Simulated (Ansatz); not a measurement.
Compare A (`O[SiH]1O[CH2][SnH2]1`) with its isomer B (`O=C[SiH](O)[SnH3]`).

Isolated molecules relaxed with PBE0-D4/def2-TZVP in Ansatz; ΔE leaves out vibrations. CCSD(T)/CBS adds triple-zeta CCSD(T) − MP2 to the extrapolated MP2 energy (def2 sets, frozen cores). Functionals use def2-TZVPP. B3LYP here is the variant with VWN-RPA as its local correlation; programs differ in this. Elements past krypton have def2 core potentials. For Sn outer-core shells are correlated without core-valence functions, which leaves a few kJ/mol of doubt a bond. Each species was taken in one conformer, which may not be the lowest.

Which isomer does CCSD(T)/CBS put lower? Give the gap. (An estimate is asked.)

The calculation gave: A, by 124.5 kJ/mol.

Give E(B) − E(A) in kJ/mol with PBE0-D4, HF/def2-TZVPP, ωB97M-V, CCSD(T)/def2-TZVPP, B3LYP-D4, PBE-D4, MP2/def2-TZVPP. (Best estimate.)

Ansatz gave: PBE0-D4 117.1, HF/def2-TZVPP 90.9, ωB97M-V 117.5, CCSD(T)/def2-TZVPP 115.7, B3LYP-D4 104.4, PBE-D4 106.5, MP2/def2-TZVPP 129.8. None reverses the order clearly.

Largest T1 diagnostic: 0.015.

In def2-TZVPP, CCSD(T) changes the Hartree–Fock value by +24.8 kJ/mol (the triples alone add +1.3 kJ/mol) and MP2 by +38.8 kJ/mol. From PBE to PBE0 (25 % exact exchange), in def2-TZVPP and without D4, E(B) − E(A) moves by +11.1 kJ/mol.
